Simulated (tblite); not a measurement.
Start geometry of 1-ethylimidazole, `CCn1ccnc1` from a force field or distance geometry (Å):
```
atom  x, y, z in Å
C1    -1.8377    0.4256    0.4509
C2    -1.1010   -0.2498   -0.6965
N3     0.3104   -0.2392   -0.2584
C4     1.2301    0.7271   -0.5067
C5     2.4100    0.2865    0.1145
N6     2.1282   -0.9157    0.6806
C7     0.8387   -1.2328    0.4527
H8    -1.9544    1.5097    0.3285
H9    -2.8405   -0.0360    0.6092
H10   -1.2794    0.2287    1.4045
H11   -1.4883   -1.2492   -0.9091
H12   -1.1912    0.4229   -1.5561
H13    1.1030    1.6401   -1.0327
H14    3.3715    0.8099    0.1145
H15    0.2962   -2.1197    0.7823
```

Task: What comes out of this run: GFN2-xTB geometry optimisation, gas phase in tblite?

Result: 
```
atom  x, y, z in Å
C1    -1.9095    0.4594    0.4760
C2    -1.0855   -0.2573   -0.5929
N3     0.3133   -0.2676   -0.2577
C4     1.2161    0.7290   -0.5017
C5     2.3947    0.3150    0.0477
N6     2.2340   -0.9039    0.6248
C7     0.9847   -1.2209    0.4298
H8    -1.5829    1.4921    0.5765
H9    -2.9618    0.4496    0.2048
H10   -1.7912   -0.0355    1.4370
H11   -1.4226   -1.2932   -0.6925
H12   -1.2100    0.2434   -1.5579
H13    0.9489    1.6164   -1.0384
H14    3.3432    0.8130    0.0629
H15    0.5243   -2.1313    0.7599
```

The energy falls by 50.5 kJ/mol over 65 L-BFGS steps, the largest force on an atom goes from 2.68 to 0.010 eV/Å, and the atoms move by 0.280 Å rms after alignment. The bond that changes most is N6–C7 (pyridine-type nitrogen to aromatic CH next to a ring nitrogen), which shortens by 0.044 Å. Bonds longer at the end by more than 0.005 Å: 4 of 15; shorter: 8. Among the angles that change most is C1–C2–N3, from 103.6° to 111.4°. Among the dihedrals that turn most is H9–C1–C2–H12, from 102° to 60°. Rotational constants go from 6657, 2060, 1802 to 6923, 1991, 1751 MHz. The orientation of the end geometry is arbitrary; only internal coordinates are fixed.

Its GFN2-xTB frequencies are all real (lowest 49 cm⁻¹). One conformer, not necessarily the lowest. 3 starts were optimised and ended at 0.00, 0.01 and 0.02 kcal/mol (GFN2-xTB); the lowest of these is shown.

All values are computed, not measured.
